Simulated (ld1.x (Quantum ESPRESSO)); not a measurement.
# Transferability test, TM potential for Ni (Z = 28)

```json
{
  "Element": "Ni",
  "Generator": "ld1.x (Quantum ESPRESSO) 7.5",
  "Type": "norm-conserving Troullier–Martins (Kleinman–Bylander form)",
  "Functional": "PW91",
  "Relativity": "fully relativistic",
  "Frozen core": "[Ne] 3s2",
  "Valence charge": "16",
  "Reference configuration": "3p6 3d8 4s2 4p0",
  "Partial waves": "4s (bound): rc 1.50 bohr; 3p (bound): rc 1.20 bohr; 3d (bound): rc 1.55 bohr",
  "Local potential": "all-electron potential smoothed inside 1.10 bohr (lloc = -1)",
  "Core correction": "none"
}
```

Open shells are filled in proportion to 2j + 1 (rel_dist='average').

Energies are relative to the spin-unpolarised reference configuration 3p6 3d8 4s2 4p0; without spin polarisation the order of configurations can differ from experiment.

**Question.** Give the all-electron excitation energy and the error of the potential for: 3p6 3d8 4s1 4p0; 3p6 3d8 4s0 4p0; 3p6 3d7 4s0 4p0; 3p6 3d7 4s2 4p1; 3p6 3d8 4s0 4p2; 3p6 3d6 4s0 4p0; 3p6 3d8 4s0 4p1.

**Answer.**

| valence configuration | charge | ΔE all-electron (eV) | error AE − PS (meV) |
| --- | --- | --- | --- |
| 3p6 3d8 4s1 4p0 | +1 | 9.391 | 0.0 |
| 3p6 3d8 4s0 4p0 | +2 | 26.802 | +0.9 |
| 3p6 3d7 4s0 4p0 | +3 | 64.379 | +35 |
| 3p6 3d7 4s2 4p1 | 0 | 10.582 | +14 |
| 3p6 3d8 4s0 4p2 | 0 | 9.555 | +4.3 |
| 3p6 3d6 4s0 4p0 | +4 | 122.059 | +216 |
| 3p6 3d8 4s0 4p1 | +1 | 15.100 | +2.2 |

Levels in the configuration 3p6 3d8 4s0 4p2:

| level | all-electron (eV) | pseudo (eV) |
| --- | --- | --- |
| 3p j=1/2 | -76.579 | -76.466 |
| 3p j=3/2 | -74.370 | -74.259 |
| 3d j=3/2 | -12.660 | -12.623 |
| 3d j=5/2 | -12.417 | -12.381 |
| 4p j=1/2 | -2.903 | -2.902 |
| 4p j=3/2 | -2.826 | -2.828 |

ld1.x printed “convergence not achieved” for 2 of the counted tests; their residual had stalled under 1e-8, short of the target of 1e-14.

Note: ghost state, extra bound levels that the all-electron valence spectrum of the same l lacks: s at -74.7 eV. A true bound ghost makes a file unfit for plane-wave use.
